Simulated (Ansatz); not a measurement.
Job for Ansatz (an electronic-structure program): R-wB97M-V/def2-TZVPP on C3H8O2 (SMILES OCCCO).

Ansatz 0.2 input:
```yaml
crystal:
  periodic: [false, false, false]
  atoms:
    - {symbol: O, position_ang: [-1.92616512, 0.43372257, 0.14739213]}
    - {symbol: C, position_ang: [-1.10532091, -0.62469401, -0.33186055]}
    - {symbol: C, position_ang: [0.22654503, -0.72528989, 0.40958961]}
    - {symbol: C, position_ang: [0.98499428, 0.59560551, 0.45667253]}
    - {symbol: O, position_ang: [1.07988639, 1.23602162, -0.81699051]}
    - {symbol: H, position_ang: [-1.57650654, 1.25899888, -0.20655435]}
    - {symbol: H, position_ang: [-0.92628161, -0.50919887, -1.40527002]}
    - {symbol: H, position_ang: [-1.67706618, -1.54282859, -0.19036095]}
    - {symbol: H, position_ang: [0.83725518, -1.49566013, -0.07620386]}
    - {symbol: H, position_ang: [0.05583726, -1.05601726, 1.43836195]}
    - {symbol: H, position_ang: [1.97895695, 0.44811521, 0.89284121]}
    - {symbol: H, position_ang: [0.45402317, 1.30485507, 1.09156315]}
    - {symbol: H, position_ang: [1.59384211, 0.67636990, -1.40918037]}
basis:
  gaussian:
    orbitals: def2-TZVPP
hamiltonian:
  xc: {name: wB97M-V}
scf: {lower_state_search: off}
```

Q: Give the final energy of this run.

A: -269.5675 hartree.

Q: How many basis functions does it have, and what does it roughly cost on one machine?

A: 267 functions; about 6 core-seconds (a rough figure).
